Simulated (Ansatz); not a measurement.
H5InO3Se, SMILES `[OH][In-]([OH])([OH])[SeH2+]`, charge 0, multiplicity 1.

Give a relaxed structure at PBE0-D4/def2-TZVP (the Gaussian-basis code of Ansatz). (Best estimate.)

The calculation gave: 
Z-matrix (Å, degrees):
```
In
O 1 2.000
O 1 1.987 2 119.8
O 1 1.995 2 117.5 3 -159.5
Se 1 2.892 2 90.8 3 106.3
H 2 0.960 1 111.7 3 140.7
H 3 0.960 1 111.6 2 -1.4
H 4 0.960 1 112.1 2 151.4
H 5 1.470 1 86.4 2 97.1
H 5 1.470 1 86.0 2 5.2
```
This is one stationary point; other conformers may exist.
